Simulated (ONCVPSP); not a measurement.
**Reading a pseudo-wave (P)**

Columns: radius, all-electron u(r) and pseudo u(r) of the 2s shell (level -173.99 eV) of phosphorus in the configuration [He] 2s2 2p6 3s2 3p3; PBE, scalar-relativistic, ONCV scheme, ONCVPSP 4.0.1.

```json
{"r (bohr)": "0.050", "all-electron": "-0.6702", "pseudo": "0.2247"}
{"r (bohr)": "0.100", "all-electron": "-0.4164", "pseudo": "0.4481"}
{"r (bohr)": "0.150", "all-electron": "0.0902", "pseudo": "0.6668"}
{"r (bohr)": "0.200", "all-electron": "0.5830", "pseudo": "0.8738"}
{"r (bohr)": "0.250", "all-electron": "0.9695", "pseudo": "1.0589"}
{"r (bohr)": "0.300", "all-electron": "1.2304", "pseudo": "1.2103"}
{"r (bohr)": "0.350", "all-electron": "1.3803", "pseudo": "1.3189"}
{"r (bohr)": "0.400", "all-electron": "1.4399", "pseudo": "1.3780"}
{"r (bohr)": "0.450", "all-electron": "1.4342", "pseudo": "1.3887"}
{"r (bohr)": "0.500", "all-electron": "1.3822", "pseudo": "1.3554"}
{"r (bohr)": "0.550", "all-electron": "1.3007", "pseudo": "1.2880"}
{"r (bohr)": "0.600", "all-electron": "1.2021", "pseudo": "1.1975"}
{"r (bohr)": "0.650", "all-electron": "1.0953", "pseudo": "1.0940"}
{"r (bohr)": "0.700", "all-electron": "0.9867", "pseudo": "0.9864"}
{"r (bohr)": "0.750", "all-electron": "0.8807", "pseudo": "0.8805"}
{"r (bohr)": "0.800", "all-electron": "0.7801", "pseudo": "0.7799"}
{"r (bohr)": "0.850", "all-electron": "0.6867", "pseudo": "0.6865"}
{"r (bohr)": "0.900", "all-electron": "0.6011", "pseudo": "0.6010"}
{"r (bohr)": "0.950", "all-electron": "0.5238", "pseudo": "0.5237"}
{"r (bohr)": "1.000", "all-electron": "0.4546", "pseudo": "0.4545"}
{"r (bohr)": "1.050", "all-electron": "0.3933", "pseudo": "0.3932"}
{"r (bohr)": "1.100", "all-electron": "0.3393", "pseudo": "0.3392"}
{"r (bohr)": "1.150", "all-electron": "0.2921", "pseudo": "0.2920"}
{"r (bohr)": "1.200", "all-electron": "0.2509", "pseudo": "0.2508"}
{"r (bohr)": "1.250", "all-electron": "0.2151", "pseudo": "0.2150"}
{"r (bohr)": "1.300", "all-electron": "0.1841", "pseudo": "0.1840"}
```

**Question.** How many radial nodes do the two functions have?

**Answer.** The all-electron 2s function has n − l − 1 = 1; the pseudo-wave has 0, since the states of the same l below it are removed with the core.

**Question.** At about which radius was the pseudo-wave matched?

**Answer.** 0.75 bohr, where the columns begin to agree (steps of 0.05 bohr).

**Question.** Is the pseudo-wave norm-conserving?

**Answer.** Yes: the ONCV scheme keeps the norm inside the radius equal to the all-electron one, which fixes the energy derivative of the logarithmic derivative at the level.
